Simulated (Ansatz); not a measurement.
CH$_{3}$F$_{2}$GaO, SMILES `FC(F)[O][GaH2]`. Total charge 0; spin multiplicity 1. Geometry: relaxed with PBE0-D4/def2-TZVP. It is one conformer, not always the lowest.

```xyz
8

F     1.525   -1.305   -0.611
C     0.866   -0.136   -0.732
F    -0.517   -0.550   -1.005
O     0.823    0.571    0.354
Ga   -0.940    0.345    0.994
H     1.196    0.359   -1.650
H    -1.829    1.586    0.703
H    -1.125   -0.869    1.946
```

Q: What is the dipole moment at PBE/def2-TZVPP? (An estimate is asked.)

A: Ansatz gave: 1.33 D, with components (-0.95, 0.93, 0.03) D in this frame, pointing from negative to positive charge.

Q: And with r2SCAN, B3LYP, ωB97M-V? (Estimate.)

A: Computed: r2SCAN 1.36 D, B3LYP 1.42 D, ωB97M-V 1.40 D.

Q: Give the Mulliken charges with PBE, ωB97M-V, B3LYP in def2-TZVPP. (Estimate.)

A: The calculation gave: 
```csv
atom,PBE,ωB97M-V,B3LYP
F1,-0.15,-0.18,-0.19
C2,0.30,0.37,0.39
F3,-0.20,-0.24,-0.26
O4,-0.33,-0.40,-0.39
Ga5,0.35,0.39,0.43
H6,0.10,0.12,0.12
H7,-0.04,-0.03,-0.05
H8,-0.03,-0.02,-0.04
```

B3LYP here is the variant with VWN-RPA as its local correlation; programs differ in this.
